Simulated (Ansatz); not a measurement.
C$_{2}$H$_{7}$O$_{2}$Y (`C[O][Y]([CH3])[OH]`), 12 atoms. The species carries charge 0 and has multiplicity 1. Correlated methods include outer-core shells of Y, which these sets cover unevenly. Y takes the def2 core potential. All runs use 4 threads of an INTEL XEON PLATINUM 8581C on a shared host. Correlated methods freeze the cores.

Task: How many basis functions does each run have, and how long does it take in Ansatz? RKS PBE-QIDH (frozen core)/def2-TZVPP energy; RKS r2SCAN0-D4/def2-TZVPP energy; RKS ωB97M-V/def2-QZVPP energy; RKS ωB97M-V/def2-SVP energy; RHF-MP2/def2-QZVPP energy; direct RPA on PBE orbitals/def2-TZVPP energy; RHF-CCSD(T)/def2-SVP energy; RHF-CCSD(T)/def2-TZVPP energy; RKS PBE0-D4/def2-QZVPP energy; RKS PBE0-D4/def2-TZVP frequencies; RKS BHLYP-D4/def2-TZVPP energy; RKS SPW92 (LDA)/def2-TZVPP energy. (Best estimate.)

Result: Ansatz gave: Other jobs shared the machine, so times are rough.

```
                                level          job  functions  wall time  peak host memory (GiB)
           RKS SPW92 (LDA)/def2-TZVPP       energy        278      1.2 s                    0.35
              RKS BHLYP-D4/def2-TZVPP       energy        278      2.7 s                    0.69
            RKS r2SCAN0-D4/def2-TZVPP       energy        278      3.5 s                    0.69
                 RKS ωB97M-V/def2-SVP       energy        122      3.8 s                    0.54
RKS PBE-QIDH (frozen core)/def2-TZVPP       energy        278      4.9 s                    0.75
               RKS PBE0-D4/def2-QZVPP       energy        519        6 s                     1.6
direct RPA on PBE orbitals/def2-TZVPP       energy        278      6.5 s                    0.76
                 RHF-CCSD(T)/def2-SVP       energy        122       10 s                    0.88
               RKS ωB97M-V/def2-QZVPP       energy        519       14 s                     2.1
                   RHF-MP2/def2-QZVPP       energy        519       17 s                     3.1
                RKS PBE0-D4/def2-TZVP  frequencies        206    2.1 min                    0.54
               RHF-CCSD(T)/def2-TZVPP       energy        278    3.4 min                       9
```
